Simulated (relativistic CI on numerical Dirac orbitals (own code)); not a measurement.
What each ingredient does to the levels of Se II

Base calculation: Dirac-Coulomb-Breit CI, orbitals from a KLI potential per configuration, a model potential for QED, valence Slater integrals scaled by 0.85, P86 correlation energy added to each configuration.

CI space (outside the closed core [Ar] 3d10): 4s2.4p3, 4s.4p4, 4s2.4p2.5s, 4s2.4p2.5p, 4s2.4p2.5d, 4s2.4p2.4d, 4p5, 4s2.4p.4d2, 4s.4p3.4d, 4s2.4p2.6s, 4s2.4p2.6p, 4s2.4p2.4f, 4s2.4p2.6d, 4s2.4p2.5f, 4s2.4p2.5g, 4s2.4p2.6f. Levels of other configurations are missing.

The lowest level and the first level of each name with at least 55 % of one term (blank where a level has no safe partner in the second run):

```csv
Level,Base (cm⁻¹),Shift (cm⁻¹)
4s2.4p3 4S°_3/2,0.0,0.0
4s2.4p3 2D°_3/2,14074.3,-1687.2
4s2.4p3 2D°_5/2,14763.0,-1640.6
4s2.4p3 2P°_1/2,22276.0,-2270.6
4s2.4p3 2P°_3/2,23158.0,-2183.9
4s.4p4 4P_5/2,87044.2,+1363.8
4s.4p4 4P_3/2,88700.0,+1367.1
4s.4p4 4P_1/2,89546.4,+1351.0
4s2.4p2.5s 4P_1/2,101421.8,-1883.8
4s2.4p2.5s 4P_3/2,102875.7,-1834.8
4s2.4p2.5s 4P_5/2,104836.9,-1863.2
4s2.4p2.5s 2P_1/2,104869.4,-1914.3
4s2.4p2.4d 4F_3/2,109815.0,
4s2.4p2.4d 4F_5/2,110345.5,-1251.6
```

For a near-neutral ion this model can misplace configurations by up to about 10,000 cm⁻¹ (more where the count of f electrons changes) and terms by 10 to 25 % of their spread. Rates follow the energies as ν³ (E1, M1) or ν⁵ (E2), so they and the lifetimes can be off by large factors. The fine structure of a lone outer electron comes out too small, for d and f at times inverted, and misplaced configurations move strength between like terms. 15 of the 15 excited levels that our extract of the measured tables holds in this range could be paired (the sources list more); they are missed by 3843 cm⁻¹ on average and 6162 at most, and levels without a partner can miss by more.

Question: One thing was changed in a second run, which moved the levels as shown. Which?
A. valence Slater integrals scaled by 0.75
B. QED terms removed
C. configuration mixing switched off
D. Breit term removed
E. one mean potential for all configurations

Answer: A. Valence Slater integrals scaled by 0.75. Scaling acts on the splittings between terms and on the mixing, and leaves the fine structure of pure LS terms nearly alone; in jj coupling it moves the levels of one term differently.

LS names give the leading component of a level, which can be under half, so a name can repeat, a term be missing and a line seem to break the LS rules.
